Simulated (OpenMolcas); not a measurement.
A calculation on Ru+.

```
Program             : OpenMolcas 26.06
Method              : XMS-CASPT2, IPEA 0.25 Eh, imaginary shift 0.1 Eh (closed shells correlated: 4s 4p)
Basis               : ANO-RCC-VTZP [7s6p4d2f1g]
Scalar Hamiltonian  : DKH2, point nucleus
Active space        : 7 electrons in 6 orbitals (4d 5s)
State averaging     : 2S+1 = 4 even, 50 roots; 2S+1 = 6 even, 6 roots kept (CI in the orbitals of an earlier block); 2S+1 = 2 even, 105 roots kept (CI in the orbitals of an earlier block)
Spin-orbit coupling : RASSI with atomic mean-field integrals over the reference wave functions, term energies averaged over their components
```

(1) Which level of the active space comes out lowest?

(2) How high does 4d7 4F 5/2 lie?

(3) How high does 4d7 4P 5/2 lie?

(4) How high does 4d7 4P 1/2 lie?

Measured values: NIST Handbook of Basic Atomic Spectroscopic Data.

## Answers

(1) 4d7 4F 9/2, with 98 % of that term; it is also the measured ground level.

(2) 2670 cm-1 above the lowest level; measured 2494 cm-1 above the ground level, so the calculation is off by +7 %.

(3) 8790 cm-1 above the lowest level; measured 8257 cm-1 above the ground level, so the calculation is off by +6 %.

(4) 9890 cm-1 above the lowest level; measured 9374 cm-1 above the ground level, so the calculation is off by +6 %.

Term energies are means over components that CASPT2 splits; among the terms shown or strongly mixed into the levels shown the widest spread is 2400 cm-1 (4d7 4F). Over all roots computed the reference weight is 0.83 to 0.91; the roots of lowest weight are the least certain, and an intruder state may touch them. The CASPT2 spread within a term exceeds the gap to the next term for 4d6 5s 6D and 4d7 4P, so the order of their levels is uncertain, and so are names and mixing where such terms share a J. Measured partners are found by configuration, term and J. A level has none where our copy of the source lacks it or the pairing is in doubt (some pairs that miss far off the trend of their configuration count as doubtful), and it then counts in no deviation. Levels of configurations outside the active space are missing.
